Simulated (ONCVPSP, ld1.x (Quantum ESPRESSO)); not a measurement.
## Potentials for nitrogen (N) compared

Generated with ld1.x 7.5 (TM, RRKJ, ultrasoft, PAW), atompaw 4.2 or ONCVPSP 4.0.1. The cutoff is in Ry: for ld1.x and atompaw files where the sum of valence levels is converged to 10 mRy in a Bessel basis, for ONCV files where the hardest occupied wave has 1 mHa per electron of residual kinetic energy. The error is the largest all-electron minus pseudo excitation energy over each file’s own four to seven test configurations (ionisations up to +4, promotions, holes and added fractions of an electron), all of which were solved. The labels leave out finer settings (local radius, basis sizes, second energies), which also bear on the numbers. Spin-polarised tests are not counted. The rows are a selection from randomly drawn settings: files with unsolved tests, undetermined cutoffs or missed reference levels are left out.

A true bound ghost makes a file unfit for plane-wave use even where its test errors are small: the radial tests pick states by their node count and pass the ghost by.

```csv
potential,cutoff (Ry),largest error (meV),bound ghosts
"ONCV, PBEsol, scalar-relativistic, rc 1.05/2.50/1.85 (spd), local smoothed, core correction yes, reference 2s1 2p4, qcut 7.4/7/4.8, projectors 1/2/1",46,+1113,s
"TM, PBE, scalar-relativistic, rc 0.75/1.85/1.75 (spd), local s, core correction yes, reference 2s2 2p3",100,+2071,none
"RRKJ, PBEsol, scalar-relativistic, rc 0.95/1.35/1.00 (spd), local smoothed, core correction no, reference 2s2 2p2",80,+768,none
"ONCV, PBE, scalar-relativistic, rc 0.80/2.65/2.20 (spd), local smoothed, core correction yes, reference 2s2 2p3, qcut 7/5.5/4.5, projectors 2/2/2",62,+4517,d
"RRKJ, revPBE, non-relativistic, rc 0.80/1.60 (sp), local s, core correction yes, reference 2s2 2p2",55,+1278,none
"ONCV, LDA (Perdew-Zunger), scalar-relativistic, rc 1.15/1.30/1.20 (spd), local smoothed, core correction yes, reference 2s1.5 2p3.5, qcut 5.6/13.3/9, projectors 2/2/1",81,+94,none
"ONCV, LDA (Perdew-Wang 92), scalar-relativistic, rc 0.80/1.30 (sp), local smoothed, core correction yes, reference 2s2 2p2.5, qcut 8.1/12, projectors 1/2",78,+370,none
"ONCV, revPBE, scalar-relativistic, rc 1.00/1.75 (sp), local smoothed, core correction yes, reference 2s1 2p4, qcut 7.4/9.3, projectors 2/3",52,+351,none
```

Q: Fill in the row for N: ONCV, PBEsol, scalar-relativistic, rc 1.00/1.00 (sp), local p, core correction no, reference 2s2 2p1, qcut 7.6/9.1, projectors 2/0.

A: cutoff 80 Ry, largest error +103 meV, bound ghosts: none.
